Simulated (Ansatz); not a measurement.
The cluster Rb3H3⁺. The state is a doublet with charge 1. Geometry PBE0-D4/def2-TZVP; atoms count from 1.

```xyz
6

Rb    2.849    0.278   -5.317
Rb    0.121   -1.152   -1.068
Rb   -2.056   -1.188    3.538
H    -0.122    1.297    0.931
H     0.192    1.914    0.640
H    -0.984   -1.149    1.276
```

In the def2 sets Rb takes a core potential; there is no spin–orbit coupling. In the doublet, H4 and H5 lie 0.75 Å apart (atoms count from 1), so H2 has formed as a molecule. The structure comes from a short search, and lower isomers may exist.

(1) Estimate the Mulliken populations from the PBE0/def2-TZVP orbitals of Ansatz.

(2) Where does the spin sit?

(3) And the Mayer bond orders between bonded heavy atoms (over 0.3)?

## Answers

(1) 
```json
{"atom": "Rb1", "charge (e)": "0.24", "spin (α − β)": "0.74"}
{"atom": "Rb2", "charge (e)": "0.57", "spin (α − β)": "0.28"}
{"atom": "Rb3", "charge (e)": "0.81", "spin (α − β)": "-0.02"}
{"atom": "H4", "charge (e)": "-0.01", "spin (α − β)": "0.00"}
{"atom": "H5", "charge (e)": "0.01", "spin (α − β)": "0.00"}
{"atom": "H6", "charge (e)": "-0.62", "spin (α − β)": "0.00"}
```
Mulliken values and Mayer orders depend strongly on the basis.

(2) Summed by element: Rb 1.00, H 0.00, of 1 unpaired in all. Largest on single atoms: Rb1 0.74, Rb2 0.28, Rb3 -0.02.

(3) Rb1–Rb2 0.43 (5.25 Å).
